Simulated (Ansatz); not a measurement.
Cost and result up the ladder for Li5H4 (9 atoms). Total charge 0; doublet. Geometry: PBE-D4/def2-TZVP.

```xyz
9

Li    1.5264   -1.2653   -0.5757
Li   -0.8171   -1.7790    0.6372
Li   -1.8935    0.8453   -0.2557
Li    0.4825    1.3648   -1.5010
Li    0.2796    0.9281    0.9270
H    -1.2114   -0.1365    1.0903
H     1.5287    0.4673   -0.3426
H    -0.5867    2.0382   -0.2621
H     0.6916   -2.4629    0.2826
```

Ansatz on 4 threads of Arm Neoverse V2 on a shared host. Times are rough, and most runs start from the orbitals of an earlier one. CAM-B3LYP-D4/def2-TZVP serves as the yardstick here, not as an exact answer. Differences are given only for rows in sets of like size (and for xTB, whose basis is part of the method), since another set adds its own error. Binding counts from free atoms at the same level (Li doublet, H doublet; other spins of the atoms weren't run), without zero-point energy or a counterpoise term.

LC-ωPBE has ω = 0.4 bohr⁻¹. B3LYP takes the VWN-RPA correlation. Correlated methods freeze no core orbitals; core or outer-core shells of Li are correlated, in sets that lack core-valence functions. The structure comes from a short search, and lower isomers may exist.

Correlated methods converge slowly with the basis.

```csv
level,functions,binding energy per atom (eV),difference from CAM-B3LYP-D4/def2-TZVP (eV)
PBE-D4/def2-TZVP,94,1.79,-0.09
r2SCAN-D4/def2-TZVPD,121,1.83,-0.05
PBE-D4/def2-TZVPD,121,1.81,-0.08
MP2/def2-TZVP,94,1.62,-0.27
LDA (SPW92)/def2-TZVP (with forces),94,1.98,0.09
CAM-B3LYP-D4/def2-TZVP,94,1.89,0.00
LC-ωPBE/def2-TZVP,94,1.79,-0.10
CCSD(T)/def2-TZVPD,121,1.77,-0.12
PBE0-D4/def2-SVP,65,1.82,–
PBE-D4/def2-SVP,65,1.83,–
BLYP-D4/def2-TZVP,94,1.85,-0.03
PBE0-D4/def2-TZVP,94,1.78,-0.10
B3LYP-D4/6-31G,53,1.84,–
r2SCANh-D4/def2-TZVP,94,1.82,-0.07
```

Problem. Estimate how long each takes.

Solution. MP2/def2-TZVP 0.3 s; LDA (SPW92)/def2-TZVP (with forces) 0.65 s; PBE-D4/def2-SVP 0.8 s; PBE-D4/def2-TZVP 0.85 s; BLYP-D4/def2-TZVP 1 s; B3LYP-D4/6-31G 1.2 s; PBE0-D4/def2-SVP 1.2 s; CAM-B3LYP-D4/def2-TZVP 1.4 s; PBE-D4/def2-TZVPD 1.5 s; PBE0-D4/def2-TZVP 1.6 s; r2SCANh-D4/def2-TZVP 1.8 s; LC-ωPBE/def2-TZVP 2 s; r2SCAN-D4/def2-TZVPD 2.4 s; CCSD(T)/def2-TZVPD 15 s. On shared hardware such times vary by a factor of up to 3.
